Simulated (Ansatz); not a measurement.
Molecular dynamics of AlF2H3O

Input file:

```yaml
crystal:
  periodic: [false, false, false]
  atoms:
    - { symbol: Al, position_ang: [0.056369, -0.259139, -0.067975] }
    - { symbol: H, position_ang: [0.003399, -0.06857, 1.682039] }
    - { symbol: F, position_ang: [1.436975, 0.358187, -0.711414] }
    - { symbol: F, position_ang: [-1.403303, 0.068358, -0.760392] }
    - { symbol: O, position_ang: [0.159558, -1.966014, 0.586399] }
    - { symbol: H, position_ang: [-0.605789, -2.552396, 0.485406] }
    - { symbol: H, position_ang: [0.02409, -1.105525, 1.509937] }
basis:
  gaussian: { orbitals: "6-31G*" }
hamiltonian:
  xc: pbe0
md:
  timestep: 0.5
  n_steps: 200
  ensemble: nve
  temperature: 100.0
  initial_velocities: maxwell_boltzmann
  seed: 8968
```

Launched with:

```bash
$ ansatz run input.yaml --threads 1 --pin off --max-ram 2048MiB --backend cpu --events-out ev --progress --plain --runs-dir out
```

It starts at the highest image of a converged band, a first-order saddle point between two minima.

Output, in part (one step line in 4, the closing report, with atoms numbered from 0):

```
md step     0: t =     0.00 fs  T =   100.0 K  F+E_penalty+E_count = -14119.05641740 eV  E_kin = 0.064630 eV  conserved = -14118.99178740 eV  (24 SCF iters)
md step     4: t =     2.00 fs  T =    86.4 K  F+E_penalty+E_count = -14119.04753711 eV  E_kin = 0.055860 eV  conserved = -14118.99167718 eV  (22 SCF iters)
md step     8: t =     4.00 fs  T =    72.3 K  F+E_penalty+E_count = -14119.03844096 eV  E_kin = 0.046743 eV  conserved = -14118.99169813 eV  (22 SCF iters)
md step    12: t =     6.00 fs  T =    63.4 K  F+E_penalty+E_count = -14119.03254687 eV  E_kin = 0.040952 eV  conserved = -14118.99159441 eV  (23 SCF iters)
md step    16: t =     8.00 fs  T =    86.9 K  F+E_penalty+E_count = -14119.04779135 eV  E_kin = 0.056165 eV  conserved = -14118.99162652 eV  (23 SCF iters)
md step    20: t =    10.00 fs  T =   143.8 K  F+E_penalty+E_count = -14119.08451547 eV  E_kin = 0.092954 eV  conserved = -14118.99156190 eV  (25 SCF iters)
md step    24: t =    12.00 fs  T =   249.9 K  F+E_penalty+E_count = -14119.15315651 eV  E_kin = 0.161527 eV  conserved = -14118.99162926 eV  (24 SCF iters)
md step    28: t =    14.00 fs  T =   388.7 K  F+E_penalty+E_count = -14119.24294105 eV  E_kin = 0.251188 eV  conserved = -14118.99175346 eV  (24 SCF iters)
md step    32: t =    16.00 fs  T =   545.3 K  F+E_penalty+E_count = -14119.34406739 eV  E_kin = 0.352412 eV  conserved = -14118.99165502 eV  (24 SCF iters)
md step    36: t =    18.00 fs  T =   729.8 K  F+E_penalty+E_count = -14119.46363946 eV  E_kin = 0.471667 eV  conserved = -14118.99197291 eV  (24 SCF iters)
md step    40: t =    20.00 fs  T =   868.3 K  F+E_penalty+E_count = -14119.55294103 eV  E_kin = 0.561204 eV  conserved = -14118.99173719 eV  (24 SCF iters)
md step    44: t =    22.00 fs  T =   992.5 K  F+E_penalty+E_count = -14119.63352758 eV  E_kin = 0.641447 eV  conserved = -14118.99208037 eV  (24 SCF iters)
md step    48: t =    24.00 fs  T =  1039.7 K  F+E_penalty+E_count = -14119.66368495 eV  E_kin = 0.671976 eV  conserved = -14118.99170890 eV  (24 SCF iters)
md step    52: t =    26.00 fs  T =  1068.4 K  F+E_penalty+E_count = -14119.68256319 eV  E_kin = 0.690485 eV  conserved = -14118.99207794 eV  (24 SCF iters)
md step    56: t =    28.00 fs  T =  1032.7 K  F+E_penalty+E_count = -14119.65901907 eV  E_kin = 0.667410 eV  conserved = -14118.99160953 eV  (25 SCF iters)
md step    60: t =    30.00 fs  T =  1021.5 K  F+E_penalty+E_count = -14119.65214844 eV  E_kin = 0.660194 eV  conserved = -14118.99195451 eV  (25 SCF iters)
md step    64: t =    32.00 fs  T =   993.5 K  F+E_penalty+E_count = -14119.63359306 eV  E_kin = 0.642091 eV  conserved = -14118.99150162 eV  (22 SCF iters)
md step    68: t =    34.00 fs  T =  1018.9 K  F+E_penalty+E_count = -14119.65044117 eV  E_kin = 0.658544 eV  conserved = -14118.99189678 eV  (21 SCF iters)
md step    72: t =    36.00 fs  T =  1038.1 K  F+E_penalty+E_count = -14119.66252593 eV  E_kin = 0.670907 eV  conserved = -14118.99161854 eV  (22 SCF iters)
md step    76: t =    38.00 fs  T =  1084.5 K  F+E_penalty+E_count = -14119.69283802 eV  E_kin = 0.700888 eV  conserved = -14118.99195026 eV  (22 SCF iters)
md step    80: t =    40.00 fs  T =  1101.6 K  F+E_penalty+E_count = -14119.70369409 eV  E_kin = 0.711968 eV  conserved = -14118.99172575 eV  (22 SCF iters)
md step    84: t =    42.00 fs  T =  1116.5 K  F+E_penalty+E_count = -14119.71343347 eV  E_kin = 0.721606 eV  conserved = -14118.99182721 eV  (25 SCF iters)
md step    88: t =    44.00 fs  T =  1117.2 K  F+E_penalty+E_count = -14119.71381666 eV  E_kin = 0.722053 eV  conserved = -14118.99176348 eV  (25 SCF iters)
md step    92: t =    46.00 fs  T =  1117.0 K  F+E_penalty+E_count = -14119.71367938 eV  E_kin = 0.721913 eV  conserved = -14118.99176598 eV  (25 SCF iters)
md step    96: t =    48.00 fs  T =  1117.3 K  F+E_penalty+E_count = -14119.71401736 eV  E_kin = 0.722093 eV  conserved = -14118.99192391 eV  (25 SCF iters)
md step   100: t =    50.00 fs  T =  1088.6 K  F+E_penalty+E_count = -14119.69524146 eV  E_kin = 0.703561 eV  conserved = -14118.99168093 eV  (24 SCF iters)
md step   104: t =    52.00 fs  T =  1063.7 K  F+E_penalty+E_count = -14119.67941516 eV  E_kin = 0.687475 eV  conserved = -14118.99194022 eV  (24 SCF iters)
md step   108: t =    54.00 fs  T =  1007.6 K  F+E_penalty+E_count = -14119.64278990 eV  E_kin = 0.651204 eV  conserved = -14118.99158639 eV  (24 SCF iters)
md step   112: t =    56.00 fs  T =   976.4 K  F+E_penalty+E_count = -14119.62300604 eV  E_kin = 0.631016 eV  conserved = -14118.99198955 eV  (25 SCF iters)
md step   116: t =    58.00 fs  T =   917.5 K  F+E_penalty+E_count = -14119.58451278 eV  E_kin = 0.592974 eV  conserved = -14118.99153832 eV  (22 SCF iters)
md step   120: t =    60.00 fs  T =   899.4 K  F+E_penalty+E_count = -14119.57324382 eV  E_kin = 0.581272 eV  conserved = -14118.99197216 eV  (25 SCF iters)
md step   124: t =    62.00 fs  T =   861.0 K  F+E_penalty+E_count = -14119.54798955 eV  E_kin = 0.556472 eV  conserved = -14118.99151735 eV  (23 SCF iters)
md step   128: t =    64.00 fs  T =   867.2 K  F+E_penalty+E_count = -14119.55240304 eV  E_kin = 0.560490 eV  conserved = -14118.99191339 eV  (24 SCF iters)
md step   132: t =    66.00 fs  T =   863.7 K  F+E_penalty+E_count = -14119.54977934 eV  E_kin = 0.558205 eV  conserved = -14118.99157460 eV  (24 SCF iters)
md step   136: t =    68.00 fs  T =   898.8 K  F+E_penalty+E_count = -14119.57283880 eV  E_kin = 0.580912 eV  conserved = -14118.99192727 eV  (25 SCF iters)
md step   140: t =    70.00 fs  T =   916.3 K  F+E_penalty+E_count = -14119.58396100 eV  E_kin = 0.592219 eV  conserved = -14118.99174215 eV  (23 SCF iters)
md step   144: t =    72.00 fs  T =   931.1 K  F+E_penalty+E_count = -14119.59364915 eV  E_kin = 0.601748 eV  conserved = -14118.99190075 eV  (24 SCF iters)
md step   148: t =    74.00 fs  T =   907.5 K  F+E_penalty+E_count = -14119.57843799 eV  E_kin = 0.586549 eV  conserved = -14118.99188940 eV  (23 SCF iters)
md step   152: t =    76.00 fs  T =   844.8 K  F+E_penalty+E_count = -14119.53779116 eV  E_kin = 0.545980 eV  conserved = -14118.99181115 eV  (23 SCF iters)
md step   156: t =    78.00 fs  T =   767.3 K  F+E_penalty+E_count = -14119.48777858 eV  E_kin = 0.495912 eV  conserved = -14118.99186699 eV  (23 SCF iters)
md step   160: t =    80.00 fs  T =   694.9 K  F+E_penalty+E_count = -14119.44060748 eV  E_kin = 0.449083 eV  conserved = -14118.99152497 eV  (23 SCF iters)
md step   164: t =    82.00 fs  T =   695.1 K  F+E_penalty+E_count = -14119.44103591 eV  E_kin = 0.449213 eV  conserved = -14118.99182260 eV  (22 SCF iters)
md step   168: t =    84.00 fs  T =   724.6 K  F+E_penalty+E_count = -14119.45980662 eV  E_kin = 0.468296 eV  conserved = -14118.99151039 eV  (23 SCF iters)
md step   172: t =    86.00 fs  T =   810.7 K  F+E_penalty+E_count = -14119.51599810 eV  E_kin = 0.523982 eV  conserved = -14118.99201599 eV  (25 SCF iters)
md step   176: t =    88.00 fs  T =   867.1 K  F+E_penalty+E_count = -14119.55206152 eV  E_kin = 0.560428 eV  conserved = -14118.99163315 eV  (22 SCF iters)
md step   180: t =    90.00 fs  T =   940.0 K  F+E_penalty+E_count = -14119.59958374 eV  E_kin = 0.607508 eV  conserved = -14118.99207533 eV  (25 SCF iters)
md step   184: t =    92.00 fs  T =   956.2 K  F+E_penalty+E_count = -14119.60964366 eV  E_kin = 0.617993 eV  conserved = -14118.99165035 eV  (23 SCF iters)
md step   188: t =    94.00 fs  T =   970.1 K  F+E_penalty+E_count = -14119.61898071 eV  E_kin = 0.627000 eV  conserved = -14118.99198085 eV  (24 SCF iters)
md step   192: t =    96.00 fs  T =   942.1 K  F+E_penalty+E_count = -14119.60053808 eV  E_kin = 0.608879 eV  conserved = -14118.99165934 eV  (22 SCF iters)
md step   196: t =    98.00 fs  T =   932.7 K  F+E_penalty+E_count = -14119.59465425 eV  E_kin = 0.602776 eV  conserved = -14118.99187852 eV  (26 SCF iters)
md step   200: t =   100.00 fs  T =   913.6 K  F+E_penalty+E_count = -14119.58219132 eV  E_kin = 0.590463 eV  conserved = -14118.99172833 eV  (25 SCF iters)
Total energy: -14119.58223226 eV, -518.8850764392 hartree
Atom 0 at     0.007261    -0.595437    -0.329732 Å, force     0.803316     2.183407    -0.028385 eV/Å
Atom 1 at     0.302832     3.764504     3.798389 Å, force    -0.023255    -0.204027    -0.495509 eV/Å
Atom 2 at     1.405542     0.397310    -0.386671 Å, force    -1.633913    -1.183129    -0.088563 eV/Å
Atom 3 at    -1.435486     0.210266    -0.662208 Å, force     0.993846    -0.846096     0.206764 eV/Å
Atom 4 at     0.261512    -2.166979     0.194624 Å, force     0.215358     0.072209    -0.182856 eV/Å
Atom 5 at    -0.321962    -2.755461     0.661237 Å, force    -0.378815    -0.226256     0.093712 eV/Å
Atom 6 at     0.336117     4.044001     4.471390 Å, force     0.023462     0.203892     0.494837 eV/Å
Dipole moment:    -0.303904    -0.460319     0.137934 e Å
```

The run went to its last step. The conserved energy stayed within 0.042 meV per atom of its start (net change 0.0084 meV per atom), so the integration is sound. The kinetic energy rose, since the run started high on the potential surface and went downhill. It ends in pieces (AlF2HO + H2), so much of that is their flight and rotation, not heat. A run of 0.1 ps of so small a system gives no equilibrium averages. The orbitals stay closed-shell, which can raise the energy where a bond breaks towards radicals; this wasn't checked here.

Between its relaxed ends the band would form H2–H7 and break Al1–H2, O5–H7. These pairs go: H2–H7 1.05 → 0.73 Å, Al1–H2 1.76 → 6.01 Å, O5–H7 1.27 → 7.54 Å. In the last frame they stand as after the step (other bonds may differ from the relaxed reactants and products). Also parted: Al1–H7 1.79 → 6.68 Å. It ends as AlF2HO + H2. Pairs count as bonded within 1.25 times the sum of covalent radii (0.12 Å more for H–H).

Last frame:

```xyz
7
Properties=species:S:1:pos:R:3
Al 0.007 -0.595 -0.330
H 0.303 3.764 3.798
F 1.405 0.397 -0.387
F -1.435 0.210 -0.662
O 0.262 -2.167 0.195
H -0.322 -2.756 0.661
H 0.336 4.044 4.471
```

Run time: 7 min on 1 thread of Arm Neoverse V1, on a shared host, peak memory 0.12 GiB.
